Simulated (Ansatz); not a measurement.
Input file for Ansatz (an electronic-structure program): U-B2PLYP/def2-TZVPPD on OH (SMILES [OH]). The basis file is the Basis Set Exchange's JSON of that set.

Ansatz 0.2 input:
```yaml
crystal:
  periodic: [false, false, false]
  atoms:
    - {symbol: O, position_ang: [-0.00000000, 0.00000000, 0.48836343]}
    - {symbol: H, position_ang: [0.00000000, -0.00000000, -0.48836343]}
basis:
  gaussian:
    orbitals: def2-TZVPPD.json
hamiltonian:
  xc: {name: B2PLYP}
magnetization: {spin_polarized: true, initial_magnetization: 1}
correlation: {electrons: outside_noble_gas}
```

It printed:

```
WARN ansatz: RAYON_NUM_THREADS=1 ignored (pool sized by the plan → 1); use --threads N
Functional definition: B2PLYP
integrals: 0.01 GiB planned
338 factors; integrals over basis functions are off by at most 1.2e-3 eV
mean field: 0.11 GiB planned
mean field evaluation 1: about -2057.9560 eV, gradient 1.5e1 eV
mean field evaluation 2: about -2057.9562 eV, gradient 1.5e1 eV
mean field evaluation 4: about -2058.7207 eV, gradient 9.5e-1 eV
mean field evaluation 8: about -2058.7244 eV, gradient 8.2e-3 eV
mean field evaluation 16: about -2058.7244 eV, gradient 2.1e-6 eV
mean field -2058.72438593 eV, -75.6567257295 hartree, gradient 2.1e-6 eV, S^2 0.753935; 0 other end points of the search recorded, 0 dependent functions left out
1 core orbitals not correlated
reference -2058.72449733 eV, -75.6567298234 hartree; 4, 3 occupied and 52, 53 virtual orbitals, 338 factors
second order -6.47210854 eV of doubles, -0.00000000 eV of singles
Total energy: -2060.47196664 eV, -75.7209481359 hartree
```

The run converged.

Cost: about 0.6 core-seconds (a rough figure).
